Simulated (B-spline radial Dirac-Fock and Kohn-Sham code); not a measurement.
**Relativistic shifts of the levels of Br⁶⁺**

System: Br⁶⁺, configuration [Ar] 3d10 4s1.

Both columns are ΔSCF binding energies of the configuration average from a radial B-spline solver: non-relativistic Hartree-Fock with a point nucleus, and Dirac-Fock with a finite nucleus and the Coulomb interaction alone, averaged over the two j levels with weights 2j+1.

```
shell  Hartree-Fock (eV)  Dirac-Fock (eV)  shift (eV)  shift (%)
   1s            13381.3          13610.8     +229.52      +1.72
   2s             1843.3           1895.6      +52.36      +2.84
   2p             1660.6           1673.4      +12.84      +0.77
   3p              288.0            290.4       +2.40      +0.83
   3d              172.1            170.8       -1.31      -0.76
   4s              100.3            101.8       +1.50      +1.49
```

Relativity binds 1s, 2s, 2p, 3p, 4s more strongly, among those listed most of all 2s in relative terms, and 3d more weakly, because the contracted s and p shells screen the nucleus better.

Values without a named source are computed, but for edge energies of neutral atoms, which are taken from tables.
